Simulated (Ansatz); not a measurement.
Species: H₃Ge, SMILES `[GeH3-]` (charge -1, multiplicity 1).

Question: Give a relaxed geometry from B3LYP-D3(BJ)/def2-TZVPD (Ansatz, a program for electronic structure).

Answer: the end point of this relaxation (outside a Z-matrix the atoms follow the SMILES, hydrogens last).
Cartesian coordinates (Å) in one orientation:
```xyz
4

Ge     0.000    -0.005     0.671
H     -0.194     1.341    -0.215
H     -1.063    -0.836    -0.229
H      1.257    -0.500    -0.227
```
